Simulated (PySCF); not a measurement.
SMILES [BH3-][NH3+], PBE0/def2-SVP optimised geometry. Atoms within 1.6 Å of the plane z = 1.2 Å (x, y, z in Å): B1 (-0.84, -0.11, 0.00), N2 (0.80, -0.11, 0.00), H3 (-1.17, -0.70, 1.02), H4 (-1.17, 1.07, 0.00), H7 (1.17, -1.07, 0.00), H8 (1.17, 0.36, 0.82).

Method: PBE0/def2-TZVP (PySCF 2.14.0).

Map of the electrostatic potential (hartree/e), clipped to [-0.08, 0.12] on the plane z = 1.2 Å:

```
|:::::::::::------==========|
|::::::::::::-----==========|
|::::::::::::----===========|
|::::::::::::---============|
|:::......::::--===++++++===|
|:.........:::--==+++++++++=|
|...........::-==++***++++++|
|.....    ..::-=+**##***++++|
|....      ..:-+*#%%%##**+++|
|...       .::=+#@@@@@#**+++|
|...       .:-=*@@@@@@%#**++|
|...      .:--+#@@@@@@@#**++|
|..      .:--=+#@@@@@@@#**++|
|..     .-====+#@@@@@@%#**++|
|..    .+@@@+=+*%@@@@@%#**++|
|..    -@@@@*==+#@@@@%#***++|
|..   .-@@@@*--+*#%%%##***++|
|...   :#@@@=:-=+#####***+++|
|...   .:++=::-=+*####***+++|
|....   ..:..:-=+**#****++++|
|...... .....:-==+*****+++++|
|...........::-==+++*+++++++|
|::........:::--==+++++++++=|
|:::......:::---===++++++===|
|::::::::::::---============|
|:::::::::::----============|
|:::::::::::-----===========|
```
Scale: ten equal steps from -0.064 (start of ' ') to 0.120 (end of '@'), in the order ' .:-=+*#%@'; x runs from -3.50 to 3.50, y from -3.50 (bottom) to 3.50 (top).
